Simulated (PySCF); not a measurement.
Si4H12N2

The system: Si4H12N2, a small molecule; neutral, singlet. The structure, one conformer, was relaxed in the gas phase by PBE0-D3(BJ)/def2-SVP. No frequency run checks that it is a minimum.

SMILES: [SiH3]N[SiH]([SiH3])N[SiH3]

```tsv
atom	x (Å)	y (Å)	z (Å)
Si1	-0.257	-0.317	-0.367
Si2	0.675	1.378	-1.700
N3	1.009	-1.251	0.379
Si4	2.733	-1.012	0.397
N5	-1.341	0.404	0.793
Si6	-3.053	0.167	1.003
H7	-1.141	-1.198	-1.192
H8	1.283	2.455	-0.855
H9	-0.447	1.987	-2.482
H10	1.710	0.885	-2.662
H11	0.680	-2.069	0.891
H12	2.998	0.355	-0.143
H13	3.478	-2.006	-0.438
H14	3.269	-1.108	1.790
H15	-0.917	1.094	1.410
H16	-3.877	1.310	0.495
H17	-3.385	-0.004	2.453
H18	-3.436	-1.065	0.252
```

Shieldings: GIAO PBE0/pcSseg-1. Shifts are against computed references at the same level: H TMS (σ 31.27 ppm), Si TMS (σ 352.0 ppm). Core levels by delta-SCF with SCAN, pcX-2 on the ionised atom and pcseg-1 elsewhere, spin-free X2C (2p3/2 is the spin-free 2p value less a third of a first-order spin-orbit splitting); from the vacuum level, for chosen atoms.

**Question.** Give the shieldings and core levels atom by atom.

**Answer.** 
```
      atoms         bonded to  σ (ppm)  δ (ppm)  core level (eV)
        Si1  2 N + 1 Si + 1 H    369.7    -17.7     2p3/2 106.73
        Si2        1 Si + 3 H    460.5   -108.5     2p3/2 106.26
         N3        2 Si + 1 H    232.8        -        1s 404.07
        Si4         1 N + 3 H    405.6    -53.6     2p3/2 107.04
         N5        2 Si + 1 H    231.9        -        1s 404.01
        Si6         1 N + 3 H    403.6    -51.6                -
         H7              1 Si    26.14     5.13                -
  H8 H9 H10              1 Si    27.78     3.48                -
        H11               1 N    31.02     0.25                -
H12 H13 H14              1 Si    26.59     4.68                -
        H15               1 N    31.47    -0.21                -
H16 H17 H18              1 Si    26.56     4.70                -
```

Values are those of this one static structure, with the three H of a rotating XH3 group averaged; atoms that internal rotation interchanges would show their mean in an NMR spectrum.

**Question.** Which of Si1, Si2, Si4 holds its core electrons tightest, and by how much against the loosest?

**Answer.** Si4 (bonded to 1 N + 3 H), by 0.79 eV over Si2 (bonded to 1 Si + 3 H).

**Question.** By CAM-B3LYP/def2-SVPD (TDDFT singlets, Tamm-Dancoff triplets, ionisation by delta-SCF), where does absorption start, and what does vertical ionisation take?

**Answer.** The lowest singlet lies at 6.10 eV (f 0.012), the strongest of the first 6 at 7.32 eV (f 0.105), the lowest triplet at 5.71 eV; vertical ionisation takes 9.09 eV.
